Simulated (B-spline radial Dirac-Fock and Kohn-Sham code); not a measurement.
# X-ray lines that fill the 3p3/2 vacancy in Nb³⁺

System: niobium as Nb³⁺, configuration 1s2 2s2 2p6 3s2 3p6 3d10 4s2 4p6 4d2.

The run's input, task.json:

```json
{"items": [{
  "Z": 41,
  "q": 3,
  "cfg": [[1, 0, 2], [2, 0, 2], [2, 1, 6], [3, 0, 2], [3, 1, 6], [3, 2, 10], [4, 0, 2], [4, 1, 6], [4, 2, 2]],
  "A": 93,
  "rrms": 4.324,
  "do": ["binding", "quiet", "decay"],
  "holes": ["K", "L1", "L2", "L3", "M1", "M2", "M3", "M4", "M5", "N1", "N2", "N3"]
}]}
```

Launch: `python xray_run.py task.json out`

Level of theory: one-electron (LDA, Dirac) transition rates at Dirac-Fock energies; a radial finite-basis atomic code.

| line | multipole | energy (eV) | width (meV) | share (%) |
| --- | --- | --- | --- | --- |
| M3-M4 | E1 | 158.8 | 0.0324 | 6.38 |
| M3-M5 | E1 | 161.5 | 0.310 | 61.1 |
| M3-N1 | E1 | 304.4 | 0.126 | 24.9 |
| M3-N4 | E1 | 370.3 | 0.00415 | 0.817 |
| M3-N5 | E1 | 370.5 | 0.0349 | 6.86 |

The listed lines hold 100.0 % of the radiative rate. The radiative width is 0.000508 eV in the length form and 0.000438 eV in the velocity form; the two differ because the transition energies are not eigenvalue differences of the potential that gave the orbitals.

Values without a named source are computed, but for edge energies of neutral atoms, which are taken from tables.
